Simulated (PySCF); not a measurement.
NaF, SMILES [F][Na].

Coordinates come from a B3LYP-D3(BJ)/def2-TZVPD optimisation.

Two levels are set side by side: PBE/def2-TZVPD (PySCF) and B3LYP/def2-TZVPD (PySCF). Same geometry, gas phase. Differences are taken from unrounded values.

```
quantity                     B3LYP
---------------------------  -----
orbital gap (eV)              4.82
highest occupied level (eV)  -6.60
lowest empty level (eV)      -1.78
dipole moment (D)             8.02
mean polarisability (bohr³)   14.1
```

What does PBE give, and how far is it from B3LYP? (An estimate is asked for; the answer gives what the named calculation found.)


```json
[
 {"quantity": "orbital gap (eV)", "PBE": "3.07", "PBE minus B3LYP": "-1.75"},
 {"quantity": "highest occupied level (eV)", "PBE": "-5.08", "PBE minus B3LYP": "1.52"},
 {"quantity": "lowest empty level (eV)", "PBE": "-2.01", "PBE minus B3LYP": "-0.24"},
 {"quantity": "dipole moment (D)", "PBE": "7.81", "PBE minus B3LYP": "-0.21"},
 {"quantity": "mean polarisability (bohr³)", "PBE": "17.6", "PBE minus B3LYP": "3.5"}
]
```

PBE's occupied levels lie high since its potential decays too fast outside the molecule; exact exchange lowers them and widens the gap. Loosely held outer electrons make PBE densities more polarisable. Differences between two approximate levels are no errors against the true value.

Rough cost on one machine, each run with all the roots and properties that it gave: B3LYP against PBE within a factor of 2.
